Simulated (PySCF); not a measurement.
# BeHg and its ions

PBE; basis Be cc-pVDZ, Hg cc-pVDZ-PP with ECP60; scalar-relativistic core potentials; PySCF 2.14. Neutral (UKS): singlet (closed shell), Re = 2.798 Å, ωe = 151 cm⁻¹, De = 0.15 eV, HOMO -5.11 eV, LUMO -2.37 eV.

BeHg⁺ (UKS): doublet (σ ↑), Re = 2.359 Å, ωe = 375 cm⁻¹, De = 1.66 eV to Be⁺ + Hg. The energies at the minima are -168.17381 hartree for BeHg and -167.89697 for BeHg⁺.

Problem. Work out the adiabatic ionisation energy, without and with harmonic zero-point energies (1 hartree = 27.2114 eV, 1 eV = 8065.5 cm⁻¹), and the change of the bond length.

Solution. At PBE: 0.27684 hartree = 7.533 eV between the minima; the zero-point term (375.0 − 151.0)/2 cm⁻¹ = +0.014 eV makes it 7.547 eV. Re changes by -43.9 pm against the neutral. Minus the HOMO energy is 5.11 eV, -2.42 eV from the value between the minima; self-interaction puts the Kohn–Sham level too high, less so with exact exchange. The electron leaves a σ orbital, and the shorter bond of the ion fits an antibonding orbital, or a change in how ionic the bond is.

Closed-shell solutions of metal pairs were not tested for spin polarisation, which can lower them a little. Weak bonds: BeHg. Basis-set superposition, not corrected here, can be much of De in a small basis, most of all at correlated wavefunction levels. Spin–orbit coupling is left out. For an ion De counts to the pair picked by the measured ionisation energies or electron affinities, which need not be the lowest pair at this level. States were picked by a PBE0 search and need not be the measured ground states.
